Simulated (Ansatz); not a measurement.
C2H7BClN can be A, `CB(N)CCl`, or B, `CB(Cl)CN`.

Isolated molecules relaxed with PBE0-D4/def2-TZVP in Ansatz; ΔE leaves out vibrations. CBS: MP2 limit from def2 TZ/QZ plus the TZ coupled-cluster correction, frozen cores. DFT in def2-TZVPP. B3LYP here is the variant with VWN-RPA as its local correlation; programs differ in this. Each species was taken in one conformer, which may not be the lowest.

(1) Which is lower in electronic energy at CCSD(T)/CBS, and by how much? (Best estimate.)

(2) Give E(B) − E(A) in kcal/mol with B3LYP-D4, r2SCAN-D4, PBE0-D4, ωB97M-V, HF/def2-TZVPP, PBE-D4, CCSD(T)/def2-TZVPP. (Estimate.)

Largest T1 diagnostic: 0.011.

## Answers

(1) The calculation gave: A, by 11.9 kcal/mol.

(2) Computed: B3LYP-D4 12.5, r2SCAN-D4 11.1, PBE0-D4 11.0, ωB97M-V 11.6, HF/def2-TZVPP 11.5, PBE-D4 11.3, CCSD(T)/def2-TZVPP 11.9. None reverses the order clearly.
